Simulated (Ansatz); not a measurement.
Gas-phase electronic energies from Ansatz, PBE0-D4/def2-TZVP geometries. CCSD(T)/CBS adds triple-zeta CCSD(T) − MP2 to the extrapolated MP2 energy (def2 sets, frozen cores). This one scheme is used for every species. DFT in def2-TZVPP. B3LYP here is the variant with VWN-RPA as its local correlation; programs differ in this. For Br, Ga outer-core shells are correlated without core-valence functions, which leaves a few kJ/mol of doubt a bond. Scalar relativity is left out up to krypton. Each species was taken in one conformer, which may not be the lowest.

Consider the cleavage of the Si–Al bond: `C[S][Al]([F])[SiH3]` + `[OH][GaH][Br]` → `[SiH3][O][GaH][Br]` + `C[S][AlH][F]`.

Problem. Is it downhill or uphill in electronic energy at CCSD(T)/CBS, and by how much? (Best estimate.)

Solution. Ansatz gave: Downhill: ΔE = -89.0 kJ/mol.

Problem. What do these levels give: PBE-D4, PBE0-D4, B3LYP, HF/def2-TZVPP, MP2/def2-TZVPP, MP2/CBS(def2)? (An estimate is asked.)

Solution. The calculation gave: PBE-D4 -60.1, PBE0-D4 -70.4, B3LYP -87.2, HF/def2-TZVPP -117.8, MP2/def2-TZVPP -98.4, MP2/CBS(def2) -98.0 kJ/mol.

Largest T1 diagnostic among the species: 0.013.

In def2-TZVPP, CCSD(T) changes the Hartree–Fock value by +28.4 kJ/mol (the triples alone add +3.9 kJ/mol) and MP2 by +19.4 kJ/mol. From PBE to PBE0 (25 % exact exchange), in def2-TZVPP and without D4, ΔE moves by −10.5 kJ/mol.
